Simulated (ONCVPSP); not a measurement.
# u(r) = r·R(r): atom against pseudo-atom (F)

Columns: radius, all-electron u(r) and pseudo u(r) of the 2s shell (level -29.90 eV) of fluorine in the configuration [He] 2s2 2p5; PBE, scalar-relativistic, ONCV scheme, ONCVPSP 4.0.1.

| r (bohr) | all-electron | pseudo |
| --- | --- | --- |
| 0.047 | -0.3687 | 0.0434 |
| 0.095 | -0.4505 | 0.0923 |
| 0.142 | -0.3728 | 0.1484 |
| 0.190 | -0.2134 | 0.2163 |
| 0.237 | -0.0263 | 0.2940 |
| 0.285 | 0.1684 | 0.3839 |
| 0.332 | 0.3470 | 0.4794 |
| 0.380 | 0.5095 | 0.5801 |
| 0.427 | 0.6455 | 0.6772 |
| 0.475 | 0.7602 | 0.7703 |
| 0.522 | 0.8494 | 0.8512 |
| 0.570 | 0.9190 | 0.9190 |
| 0.617 | 0.9680 | 0.9679 |
| 0.665 | 1.0011 | 1.0010 |
| 0.712 | 1.0193 | 1.0192 |
| 0.760 | 1.0256 | 1.0256 |
| 0.807 | 1.0219 | 1.0218 |
| 0.855 | 1.0099 | 1.0098 |
| 0.902 | 0.9915 | 0.9915 |
| 0.950 | 0.9676 | 0.9676 |
| 0.997 | 0.9402 | 0.9402 |
| 1.045 | 0.9092 | 0.9092 |
| 1.092 | 0.8768 | 0.8767 |
| 1.140 | 0.8422 | 0.8421 |
| 1.187 | 0.8075 | 0.8074 |
| 1.235 | 0.7717 | 0.7716 |

Question: How many radial nodes do the two functions have?

Answer: The all-electron 2s function has n − l − 1 = 1; the pseudo-wave has 0, since the states of the same l below it are removed with the core.

Question: At about which radius was the pseudo-wave matched?

Answer: 0.60 bohr, where the columns begin to agree (steps of 0.05 bohr).

Question: Is the pseudo-wave norm-conserving?

Answer: Yes: the ONCV scheme keeps the norm inside the radius equal to the all-electron one, which fixes the energy derivative of the logarithmic derivative at the level.
